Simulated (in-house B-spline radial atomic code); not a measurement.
# RPA and G0W0 on B3LYP (VWN-RPA): In IX (In8+)

Configuration [Kr] 4d5, highest spin, mean-field start B3LYP (VWN-RPA). Computed with an all-electron radial atomic-structure program (B-spline basis): all electrons, scalar-relativistic (spin-free one-electron X2C), finite nucleus, each spin shell either full or empty, empty states to l = 9 with an (l + 1/2)⁻⁴ tail; G0W0 by contour deformation at full frequency.

Command:
```bash
python run_gw.py task.json out
```
Settings (radii: box in bohr, nucleus in fm):
```
Z                        49
electrons                41
configuration            [Kr] 4d5
hamiltonian              x2c
method                   b3lyp
lmax                     9
rms_radius               4.6156
spin_polarised           True
box_radius               7.7
intervals                66
```

Run time, properties included: 6.3 s on 1 thread of Arm Neoverse N1, with other jobs on the host.

Energies (hartree):

| term | value |
| --- | --- |
| mean-field total | -5862.09886 |
| Hartree-Fock functional on these orbitals | -5859.81513 |
| direct second order | -3.5007 |
| second-order exchange | 1.0051 |
| SOSEX correction | 0.95089 |

(1) What is the RPA correlation energy, and what remains with SOSEX?

Quasi-particle levels (eV):

```
  level  occupied  mean field  Σx - vxc     Σc  QP weight     G0W0
  4d up       yes     -149.20     -8.99      ?          ?        ?
4p down       yes     -208.76     -8.75  -0.60      0.964  -218.10
4d down        no     -138.85     11.44  -3.92      0.971  -131.32
```

G0W0 = mean field + (Σx - vxc) + Σc, with Σc (partial-wave tail included) taken at the quasi-particle energy. Only the outer levels were computed. Levels of low weight are left out.

(2) Where does G0W0 put 4d up?

Answers

(1) RPA gives -3.166 hartree (-2.1 eV per electron); RPA + SOSEX gives -2.2151, and the second-order doubles -2.4956 hartree (no singles). SOSEX takes back 30 % of the RPA value.

(2) At -158.34 eV, with Σc = -0.15 eV and a quasi-particle weight of 0.971. The tabulated removal energy is 156 ± 2.2 eV (NIST, tabulated theory); the calculation leaves out spin-orbit coupling, Breit and QED terms, and what these don't explain is the method's own error.
